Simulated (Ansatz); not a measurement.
A nudged elastic band was laid between two geometries of CH4 + Cl2Si (8 atoms, charge 0, multiplicity 1).

Method: RKS BHLYP/def2-SVP in Ansatz 0.2.0.

- movable images: 7
- climbing image: yes
- spring: 5.0 eV/Å²
- optimiser: quadratic models (default)
- start path: through a guess of the saddle point
- force threshold: 0.05 eV/Å
- iteration limit: 60
- end points: relaxed

Image 0:

```xyz
8
Properties=species:S:1:pos:R:3
Si -1.371 -1.917 -0.893
Cl 0.615 -2.458 -1.246
Cl -1.638 -0.405 -2.309
H -0.306 0.310 1.287
C 0.479 0.955 0.887
H 0.637 0.744 -0.171
H 0.179 1.997 1.009
H 1.405 0.774 1.436
```

Image 8:

```xyz
8
Properties=species:S:1:pos:R:3
Si -0.518 -0.630 -0.136
Cl 0.642 -2.238 -0.704
Cl -1.715 -0.082 -1.723
H -1.397 -1.076 0.954
C 0.578 0.788 0.330
H 1.208 1.078 -0.514
H -0.024 1.652 0.626
H 1.225 0.509 1.167
```

Problem. What changes between the two ends?

Solution. Bonds broken: H4–C5. Bonds formed: Si1–H4, Si1–C5. CH4 + Cl2Si becomes CH4Cl2Si.

Problem. Give the energies along the band, and the barrier.

Solution. The run converged. The highest image is number 5 of 0 to 8, 54.4 kcal/mol above the first end and 89.0 kcal/mol above the last; the last end lies 34.6 kcal/mol below the first. Neighbouring images differ by up to 1.8 eV, so the band resolves the path poorly. A vibrational analysis at the climbing image gives one clearly imaginary mode, 1512i cm⁻¹: a first-order saddle point. The orbitals stay closed-shell, which can raise the energy where a bond breaks towards radicals; this wasn't checked here.

```json
{"image": "0", "path coordinate (Å)": "0.00", "energy (kcal/mol)": "0.0", "H4–C5 (Å)": "1.09", "Si1–H4 (Å)": "3.29", "Si1–C5 (Å)": "3.85"}
{"image": "1", "path coordinate (Å)": "0.45", "energy (kcal/mol)": "0.2", "H4–C5 (Å)": "1.09", "Si1–H4 (Å)": "2.86", "Si1–C5 (Å)": "3.54"}
{"image": "2", "path coordinate (Å)": "0.89", "energy (kcal/mol)": "1.5", "H4–C5 (Å)": "1.10", "Si1–H4 (Å)": "2.47", "Si1–C5 (Å)": "3.22"}
{"image": "3", "path coordinate (Å)": "1.34", "energy (kcal/mol)": "5.7", "H4–C5 (Å)": "1.11", "Si1–H4 (Å)": "2.09", "Si1–C5 (Å)": "2.86"}
{"image": "4", "path coordinate (Å)": "1.78", "energy (kcal/mol)": "23.7", "H4–C5 (Å)": "1.21", "Si1–H4 (Å)": "1.72", "Si1–C5 (Å)": "2.45"}
{"image": "5", "path coordinate (Å)": "2.23", "energy (kcal/mol)": "54.4", "H4–C5 (Å)": "1.58", "Si1–H4 (Å)": "1.48", "Si1–C5 (Å)": "2.18"}
{"image": "6", "path coordinate (Å)": "2.71", "energy (kcal/mol)": "13.1", "H4–C5 (Å)": "1.97", "Si1–H4 (Å)": "1.43", "Si1–C5 (Å)": "1.90"}
{"image": "7", "path coordinate (Å)": "3.19", "energy (kcal/mol)": "-25.5", "H4–C5 (Å)": "2.41", "Si1–H4 (Å)": "1.46", "Si1–C5 (Å)": "1.82"}
{"image": "8", "path coordinate (Å)": "3.67", "energy (kcal/mol)": "-34.6", "H4–C5 (Å)": "2.79", "Si1–H4 (Å)": "1.47", "Si1–C5 (Å)": "1.85"}
```

Problem. What is the geometry of the highest image?

Solution. 
```xyz
8
Properties=species:S:1:pos:R:3:forces:R:3
Si -0.820 -1.002 -0.228 0.00 -0.01 -0.01
Cl 0.783 -2.163 -0.825 0.00 0.00 0.00
Cl -1.586 0.010 -1.860 0.00 0.00 0.00
H -0.710 -0.269 1.056 0.00 0.00 0.01
C 0.414 0.666 0.451 0.01 0.00 -0.01
H 0.920 0.772 -0.512 0.00 0.00 0.00
H -0.136 1.577 0.690 0.00 0.00 0.00
H 1.135 0.409 1.229 0.00 0.00 0.00
```

The band took 7 iterations and about 120 core-seconds.

Run time: 63 s on 2 threads of Intel(R) Xeon(R) 6975P-C (Granite Rapids), with other jobs on the host, peak memory 0.2 GiB.
